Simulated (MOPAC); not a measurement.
MOPAC input (PM6):

```
PM6 PRECISE GNORM=0.05 LET XYZ CHARGE=-1 GEO-OK AUX(PRECISION=9) THREADS=1
CH7OSi2

C     2.31800900 1   -0.30045300 1    0.54485900 1
Si    0.93743700 1   -0.20179400 1   -0.83486600 1
O    -0.34344600 1    0.50903100 1    0.19818300 1
Si   -1.87272600 1    0.04895000 1    0.32894100 1
H     2.35680200 1    0.60956900 1    1.15506300 1
H     2.14601400 1   -1.15078900 1    1.21376800 1
H     3.30228900 1   -0.44446900 1    0.08108300 1
H     1.44404300 1    1.13705800 1   -1.42728900 1
H    -2.06811100 1   -1.37173900 1    0.75474100 1
H    -2.68738300 1    0.20971800 1   -0.91593300 1
H    -2.56010000 1    0.88093600 1    1.36689000 1
```

Output:

```
 *******************************************************************************
 **                                                                           **
 **                              MOPAC v23.2.5                                **
 **                                                                           **
 *******************************************************************************
 ** MOPAC's Digital Object Identifier: https://doi.org/10.5281/zenodo.6511958 **
 **                                                                           **
 ** Please cite the open-source release paper for use of this MOPAC version:  **
 ** J. E. Moussa and J. J. P. Stewart (2026)                                  **
 ** MOPAC: An open-source semiempirical molecular orbital program             **
 ** J. Open Source Softw., 11(119), 8025, https://doi.org/10.21105/joss.08025 **
 *******************************************************************************

                              PM6 CALCULATION RESULTS

 *******************************************************************************
 *  PM6        - The PM6 Hamiltonian to be used
 *  GEO-OK     - OVERRIDE INTERATOMIC DISTANCE AND OTHER SAFETY CHECKS
 *
 *
 *
 *                 CHARGE ON SYSTEM = -1
 *
 *
 *
 *  LET        - OVERRIDE SOME SAFETY CHECKS
 *  PRECISE    - TIGHTER CRITERIA TO BE USED
 *  XYZ        - CARTESIAN COORDINATE SYSTEM TO BE USED
 *  GNORM      - EXIT WHEN GRADIENT NORM DROPS BELOW 0.050
 *  AUX        - OUTPUT AUXILIARY INFORMATION
 *******************************************************************************
PM6 PRECISE GNORM=0.05 LET XYZ CHARGE=-1 GEO-OK AUX(PRECISION=9) THREADS=1
 CH7OSi2

   ATOM   CHEMICAL          X               Y               Z
  NUMBER   SYMBOL      (ANGSTROMS)     (ANGSTROMS)     (ANGSTROMS)

     1       C          2.31800900  *  -0.30045300  *   0.54485900  *
     2      Si          0.93743700  *  -0.20179400  *  -0.83486600  *
     3       O         -0.34344600  *   0.50903100  *   0.19818300  *
     4      Si         -1.87272600  *   0.04895000  *   0.32894100  *
     5       H          2.35680200  *   0.60956900  *   1.15506300  *
     6       H          2.14601400  *  -1.15078900  *   1.21376800  *
     7       H          3.30228900  *  -0.44446900  *   0.08108300  *
     8       H          1.44404300  *   1.13705800  *  -1.42728900  *
     9       H         -2.06811100  *  -1.37173900  *   0.75474100  *
    10       H         -2.68738300  *   0.20971800  *  -0.91593300  *
    11       H         -2.56010000  *   0.88093600  *   1.36689000  *

          CARTESIAN COORDINATES

    NO.       ATOM           X           Y           Z

     1         C          2.3180     -0.3005      0.5449
     2        Si          0.9374     -0.2018     -0.8349
     3         O         -0.3434      0.5090      0.1982
     4        Si         -1.8727      0.0490      0.3289
     5         H          2.3568      0.6096      1.1551
     6         H          2.1460     -1.1508      1.2138
     7         H          3.3023     -0.4445      0.0811
     8         H          1.4440      1.1371     -1.4273
     9         H         -2.0681     -1.3717      0.7547
    10         H         -2.6874      0.2097     -0.9159
    11         H         -2.5601      0.8809      1.3669

 General Reference for PM6:
 "Optimization of Parameters for Semiempirical Methods V: Modification of NDDO Approximations
 and Application to 70 Elements", J. J. P. Stewart, J. Mol. Mod., 13, 1173-1213 (2007)
 URL: https://link.springer.com/article/10.1007/s00894-007-0233-4

           Empirical Formula: C H7 O Si2  =    11 atoms

      MOLECULAR POINT GROUP   :   C1

      RHF CALCULATION, NO. OF DOUBLY OCCUPIED LEVELS = 13

          Geometry optimization using EF

          DIAGONAL MATRIX USED AS START HESSIAN

 CYCLE:     1  GRAD.:    57.650 HEAT: -98.70628
 CYCLE:     2  GRAD.:    87.008 HEAT: -99.03343
 CYCLE:     3  GRAD.:   103.507 HEAT: -98.73752
 CYCLE:     4  GRAD.:   115.583 HEAT: -97.48891
 CYCLE:     5  GRAD.:    64.596 HEAT: -101.7685
 CYCLE:     6  GRAD.:   122.000 HEAT: -98.52176
 CYCLE:     7  GRAD.:    50.487 HEAT: -103.2731
 CYCLE:     8  GRAD.:    57.267 HEAT: -103.4379
 CYCLE:     9  GRAD.:    60.790 HEAT: -103.6641
 CYCLE:    10  GRAD.:    40.647 HEAT: -104.8079
 CYCLE:    11  GRAD.:    43.961 HEAT: -105.2441
 CYCLE:    12  GRAD.:    44.937 HEAT: -105.0527
 CYCLE:    13  GRAD.:    15.111 HEAT: -106.6127
 CYCLE:    14  GRAD.:    23.836 HEAT: -106.7327
 CYCLE:    15  GRAD.:    10.075 HEAT: -107.3283
 CYCLE:    16  GRAD.:    15.006 HEAT: -107.8353
 CYCLE:    17  GRAD.:    12.871 HEAT: -108.1738
 CYCLE:    18  GRAD.:     9.768 HEAT: -108.3961
 CYCLE:    19  GRAD.:     7.175 HEAT: -108.5606
 CYCLE:    20  GRAD.:     5.043 HEAT: -108.6515
 CYCLE:    21  GRAD.:     3.853 HEAT: -108.7454
 CYCLE:    22  GRAD.:     3.799 HEAT: -108.7749
 CYCLE:    23  GRAD.:     6.011 HEAT: -108.7901
 CYCLE:    24  GRAD.:     1.985 HEAT: -108.8247
 CYCLE:    25  GRAD.:     1.935 HEAT: -108.8465
 CYCLE:    26  GRAD.:     2.186 HEAT: -108.8637
 CYCLE:    27  GRAD.:     1.930 HEAT: -108.8801
 CYCLE:    28  GRAD.:     1.447 HEAT: -108.8945
 CYCLE:    29  GRAD.:     1.381 HEAT: -108.9062
 CYCLE:    30  GRAD.:     1.635 HEAT: -108.9186
 CYCLE:    31  GRAD.:     1.774 HEAT: -108.9358
 CYCLE:    32  GRAD.:     1.748 HEAT: -108.9561
 CYCLE:    33  GRAD.:     1.477 HEAT: -108.9736
 CYCLE:    34  GRAD.:     1.052 HEAT: -108.9840
 CYCLE:    35  GRAD.:     0.726 HEAT: -108.9886
 CYCLE:    36  GRAD.:     0.502 HEAT: -108.9908
 CYCLE:    37  GRAD.:     0.405 HEAT: -108.9921
 CYCLE:    38  GRAD.:     0.376 HEAT: -108.9931
 CYCLE:    39  GRAD.:     0.375 HEAT: -108.9941
 CYCLE:    40  GRAD.:     0.436 HEAT: -108.9952
 CYCLE:    41  GRAD.:     0.644 HEAT: -108.9970
 CYCLE:    42  GRAD.:     0.954 HEAT: -109.0002
 CYCLE:    43  GRAD.:     1.280 HEAT: -109.0047
 CYCLE:    44  GRAD.:     2.200 HEAT: -109.0109
 CYCLE:    45  GRAD.:     1.007 HEAT: -109.0146
 CYCLE:    46  GRAD.:     0.917 HEAT: -109.0180
 CYCLE:    47  GRAD.:     0.701 HEAT: -109.0198
 CYCLE:    48  GRAD.:     0.998 HEAT: -109.0210
 CYCLE:    49  GRAD.:     0.412 HEAT: -109.0221
 CYCLE:    50  GRAD.:     0.211 HEAT: -109.0224
 CYCLE:    51  GRAD.:     0.150 HEAT: -109.0225
 CYCLE:    52  GRAD.:     0.087 HEAT: -109.0225
 CYCLE:    53  GRAD.:     0.037 HEAT: -109.0225

     GRADIENT =  0.03652 IS LESS THAN CUTOFF =  0.05000

 -------------------------------------------------------------------------------
 PM6 PRECISE GNORM=0.05 LET XYZ CHARGE=-1 GEO-OK AUX(PRECISION=9) THREADS=1
 CH7OSi2

     GEOMETRY OPTIMISED USING EIGENVECTOR FOLLOWING (EF).
     SCF FIELD WAS ACHIEVED

                              PM6 CALCULATION
                                                       MOPAC v23.2.5 Linux

          FINAL HEAT OF FORMATION =       -109.02253 KCAL/MOL =    -456.15027 KJ/MOL

          COSMO AREA              =        147.13 SQUARE ANGSTROMS
          COSMO VOLUME            =        142.65 CUBIC ANGSTROMS

          GRADIENT NORM           =          0.03652          =       0.01101 PER ATOM
          IONIZATION POTENTIAL    =          2.425853 EV
          HOMO LUMO ENERGIES (EV) =         -2.426  3.663
          NO. OF FILLED LEVELS    =         13
          MOLECULAR WEIGHT        =         91.2367         POINT GROUP:  C1

          MOLECULAR DIMENSIONS (Angstroms)

            Atom       Atom       Distance
            H    10    H     7     6.33876
            H     9    H     8     4.00723
           Si     2    H    11     2.68764

          SCF CALCULATIONS        =         54

   ATOM   CHEMICAL          X               Y               Z
  NUMBER   SYMBOL      (ANGSTROMS)     (ANGSTROMS)     (ANGSTROMS)

     1       C          2.28324916  *  -0.25948248  *   0.64412515  *
     2      Si          1.16594091  *  -0.11373081  *  -0.93655434  *
     3       O         -0.50124257  *   0.02063896  *  -0.20627954  *
     4      Si         -1.91758713  *   0.11255761  *   0.43648677  *
     5       H          2.08959709  *   0.50978685  *   1.38969664  *
     6       H          2.12148511  *  -1.23798198  *   1.10465930  *
     7       H          3.32622913  *  -0.19246268  *   0.31824786  *
     8       H          1.33021492  *   1.36164364  *  -1.28966930  *
     9       H         -2.28480879  *  -1.15712948  *   1.05839043  *
    10       H         -2.91707861  *   0.43853490  *  -0.57776713  *
    11       H         -1.95280224  *   1.15168518  *   1.46263755  *

                             CARTESIAN COORDINATES

   1    C        2.283249164    -0.259482476     0.644125155
   2   Si        1.165940910    -0.113730812    -0.936554343
   3    O       -0.501242572     0.020638958    -0.206279542
   4   Si       -1.917587135     0.112557607     0.436486770
   5    H        2.089597086     0.509786848     1.389696643
   6    H        2.121485110    -1.237981980     1.104659305
   7    H        3.326229129    -0.192462684     0.318247855
   8    H        1.330214918     1.361643643    -1.289669296
   9    H       -2.284808790    -1.157129478     1.058390432
  10    H       -2.917078605     0.438534903    -0.577767131
  11    H       -1.952802238     1.151685184     1.462637553

           Empirical Formula: C H7 O Si2  =    11 atoms

      MOLECULAR POINT GROUP   :   C1

                  EIGENVALUES
 -24.74266 -20.42736 -15.46297 -12.21068 -10.42149 -10.14190  -9.62177  -9.40011
  -8.91358  -7.37287  -7.34591  -6.01449  -2.42585   3.66301   4.44167   4.55160
   4.56421   5.08762   6.10344   6.28160   6.58385   7.28559   7.55916   7.72188
   7.93811   8.53468   8.54296   9.14831   9.44994   9.94735  10.17548  10.26472
  11.28441

              NET ATOMIC CHARGES AND DIPOLE CONTRIBUTIONS

  ATOM NO.   TYPE          CHARGE      No. of ELECS.   s-Pop       p-Pop       d-Pop
    1          C          -0.708147        4.7081     1.07555     3.63260
    2         Si          -0.279021        4.2790     1.65522     2.19758     0.42623
    3          O          -0.487972        6.4880     1.60681     4.88117
    4         Si           0.040206        3.9598     1.13926     1.69616     1.12437
    5          H           0.154729        0.8453     0.84527
    6          H           0.163096        0.8369     0.83690
    7          H           0.158129        0.8419     0.84187
    8          H           0.019581        0.9804     0.98042
    9          H          -0.020242        1.0202     1.02024
   10          H          -0.019669        1.0197     1.01967
   11          H          -0.020689        1.0207     1.02069
 DIPOLE           X         Y         Z       TOTAL
 POINT-CHG.    -1.965     0.254     1.135     2.283
 HYBRID         0.377     0.930     2.181     2.401
 SUM           -1.589     1.184     3.316     3.863

          ATOMIC ORBITAL ELECTRON POPULATIONS

     Atom    s        px        py        pz      x^2-y^2     xz        z^2       yz        xy
    1  C   1.07555   1.20822   1.17017   1.25421
    2 Si   1.65522   0.34821   1.06674   0.78263   0.13209   0.11375   0.06525   0.07788   0.03726
    3  O   1.60681   1.51389   1.70460   1.66268
    4 Si   1.13926   0.39756   0.67912   0.61949   0.24331   0.30088   0.09705   0.28131   0.20183
    5  H   0.84527
    6  H   0.83690
    7  H   0.84187
    8  H   0.98042
    9  H   1.02024
   10  H   1.01967
   11  H   1.02069

 **********************
 *                    *
 * JOB ENDED NORMALLY *
 *                    *
 **********************

 == MOPAC DONE ==
```

The dipole moment of an ion depends on the origin.

The geometry given is a B3LYP-D3(BJ)/def2-TZVP minimum.
